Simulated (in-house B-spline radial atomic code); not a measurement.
## BSE on G0W0@HF excitations of the tungsten ion W⁶⁺

Method: BSE on G0W0@HF. Computed with an all-electron radial atomic-structure program (B-spline basis): linear response of the closed shell [Xe] 4f14 with a statically screened interaction on G0W0 levels; scalar-relativistic (spin-free one-electron X2C), finite nucleus, no spin-orbit coupling, no double excitations, S, P, D and F terms only; shells from n = 3 respond. Only terms of natural parity with L up to 3 were computed.

Spin-orbit coupling is strong here, so these LS terms don't match observed levels.

Command:
```bash
python run_td.py task.json out
```
Settings (radii: box in bohr, nucleus in fm):
```
Z                        74
electrons                68
configuration            [Xe] 4f14
hamiltonian              x2c
method                   bse
box_radius               14.35
rms_radius               5.3658
intervals                69
```

Cost of the run: 4.2 s on 1 thread of Intel(R) Xeon(R) Platinum 8559C (Emerald Rapids), with other jobs on the host.

The lowest states, in the order of their Tamm-Dancoff energies; the method's threshold (minus the highest G0W0 level) is 125.63 eV. Labels give the largest channel, * marks a mixed state, and oscillator strengths are full-response dipole values. Energies in eV:

| state | full response | Tamm-Dancoff | oscillator strength |
| --- | --- | --- | --- |
| 4f → 5d 3P | 39.50 | 39.56 | - |
| 4f → 5d 3F | 40.89 | 40.93 | - |
| 4f → 5d 1F | 41.78 | 41.79 | - |
| 4f → 5d 1P | ? | ? | ? |
| 5p → 5d 3P | 43.36 | 43.42 | - |
| 5p → 5d 3F | 44.33 | 44.43 | - |
| 5p → 5d 1F | 46.83 | 46.87 | - |
| 4f → 6s 3F | 55.00 | 55.01 | - |
| 4f → 6s 1F | 55.22 | 55.22 | - |
| 5p → 5d 1P | ? | ? | ? |
| 5p → 6s 3P | 58.25 | 58.26 | - |
| 5p → 6s 1P | 59.11 | 59.15 | 1.13 |
| 4f → 6p 3D | 66.12 | 66.13 | - |
| 4f → 6p 1D | 66.55 | 66.56 | - |
| 5p → 6p 3S | 68.19 | 68.21 | - |
| 5p → 6p 3D | 69.44 | 69.45 | - |
| 5p → 6p 1D | 69.90 | 69.91 | - |
| 5p → 6p 1S | 71.43 | 71.55 | - |
| 4f → 5f 3S | 78.94 | 78.95 | - |
| 4f → 5f 3D | 79.44 | 79.44 | - |
| 4f → 5f 1D | 79.96 | 79.98 | - |

Task: Where does 5p → 5d 1P lie?

Result: At 54.82 eV in full response, 56.64 eV in Tamm-Dancoff, oscillator strength 5.6.

Task: Where does 4f → 5d 1P lie?

Result: At 41.99 eV in full response, 42.16 eV in Tamm-Dancoff, oscillator strength 0.0178.

Task: How large is the singlet-triplet splitting of 4f → 5d (F terms) in Tamm-Dancoff?

Result: 0.853 eV, from the unrounded values.

Task: What polarisabilities and dispersion coefficient does the method give?

Result: Dipole 1.992 bohr³, quadrupole 2.509 bohr⁵, C6 7.397 hartree·bohr⁶ for two such species.
